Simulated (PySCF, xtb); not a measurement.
Zn(F)(OSiH3) (FH3OSiZn), SMILES [O]([Zn][F])[SiH3].

GFN2-xTB (xtb) at its own geometry gives an orbital gap of 2.74 eV and a dipole moment of 3.00 D.

Coordinates come from a r2SCAN-D4/def2-SVP optimisation. The structure was generated by enumeration; whether it is a known compound was not checked. The values are those of a single conformer.

### Question
What does PBE0/def2-TZVP (PySCF) give? (Estimate from the structure and the level; the computed values follow.)

### Answer
gap 6.95 eV (levels -8.63 and -1.68 eV), dipole 0.77 D.
